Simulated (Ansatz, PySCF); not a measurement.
**HgH2 in two programs**

HgH2 (singlet), relaxed with PySCF 2.14.0, RKS PBE0, Hg def2-SVP with ECP60, H def2-SVP; non-relativistic Hamiltonian with scalar-relativistic core potentials where named; density fitting; no spin-orbit coupling:

```xyz
3

Hg    0.0000    0.0000    0.0000
H     0.0000    0.0000    1.6562
H     0.0000    0.0000   -1.6562
```

There the HOMO–LUMO gap is 7.48 eV. 

The same geometry by Ansatz 0.2.0 (PBE, PAW, a periodic box with 9 Å of vacuum):

| spin-orbit coupling | gap (eV) | largest force component (eV/Å) |
| --- | --- | --- |
| without | 5.54 | 0.02 |

(1) What does the run with spin-orbit coupling give?

The spin-orbit runs use fully relativistic datasets of their own, so changes of a few hundredths of an eV needn't come from the coupling.

The two programs differ in functional, so their gaps don't test each other.

## Answers

(1) gap (eV): 5.33, largest force component (eV/Å): 0.14. It took 6 s on 2 threads of Arm Neoverse V1 (shared host), peak memory 1.1 GiB.
